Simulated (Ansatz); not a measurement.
Geometry optimisation, Ansatz 0.2.0, RKS PBE0-D4/def2-SVP.

Input:

```yaml
crystal:
  periodic: [false, false, false]
  atoms:
    - { symbol: Ga, position_ang: [-0.117227, -0.118802, -0.085341] }
    - { symbol: O, position_ang: [-0.130257, -0.20378, 1.710969] }
    - { symbol: H, position_ang: [-0.998393, -0.355154, 2.097205] }
    - { symbol: "N", position_ang: [1.472824, 0.222458, -0.870763] }
    - { symbol: H, position_ang: [1.721123, -0.223974, -1.745995] }
    - { symbol: H, position_ang: [2.287606, 0.363326, -0.286018] }
    - { symbol: "N", position_ang: [-1.645246, -0.459925, -0.995324] }
    - { symbol: H, position_ang: [-2.537334, -0.599185, -0.538305] }
    - { symbol: H, position_ang: [-1.768841, -0.142657, -1.948666] }
    - { symbol: Br, position_ang: [0.550079, 3.17585, 1.26514] }
    - { symbol: H, position_ang: [0.437366, 1.893843, 2.037897] }
basis:
  gaussian: { orbitals: def2-SVP }
hamiltonian:
  xc: pbe0
  dispersion: d4
relax:
  f_tol: 0.03
  max_steps: 50
```

Run as:

```bash
$ ansatz run input.yaml --threads 4 --pin off --max-ram 5120MiB --backend cpu --events-out ev --progress --plain --runs-dir out
```

Problem. Where does it end, and by what steps?

Solution. The forces met the threshold. The force dipped under the threshold on the way, but the program's further checks kept it going. After 37 steps the energy has fallen by 1.445 eV; H11 moved furthest, 1.53 Å. Parted: Br10–H11 (1.50 → 3.03 Å). Joined: Ga1–Br10 (3.62 → 2.34 Å), O2–H11 (2.20 → 0.97 Å).

```csv
step,energy less start (eV),largest force component (eV/Å),accepted
0,0.0000,1.173,yes
2,-0.1757,0.371,yes
4,-0.2115,0.106,yes
6,-0.2133,0.730,no
8,-0.2424,0.168,yes
10,-0.2511,0.205,yes
12,-0.2573,0.090,yes
14,-0.2850,0.325,yes
16,-0.4891,1.265,yes
18,-0.9803,5.225,yes
20,-1.3436,0.412,yes
22,-1.3702,0.292,yes
24,-1.4068,0.278,yes
26,-1.4319,0.306,yes
28,-1.4206,0.435,no
30,-1.4414,0.088,yes
32,-1.4441,0.033,yes
34,-1.4447,0.101,yes
36,-1.4450,0.013,yes
37,-1.4451,0.027,yes
```

```xyz
11
Properties=species:S:1:pos:R:3
Ga 0.145 0.694 -0.136
O -0.110 -0.108 1.806
H -0.988 -0.398 1.454
N 1.690 -0.014 -0.815
H 1.669 -0.261 -1.801
H 2.546 0.502 -0.633
N -1.531 -0.093 -0.428
H -2.282 0.552 -0.663
H -1.569 -0.868 -1.085
Br -0.007 2.936 0.511
H -0.292 0.609 2.431
```

Whether the end is a true minimum wasn't checked by a vibrational analysis.

Time of the run: 110 s on 4 threads of Arm Neoverse V2, with other jobs on the host, peak memory 0.41 GiB.
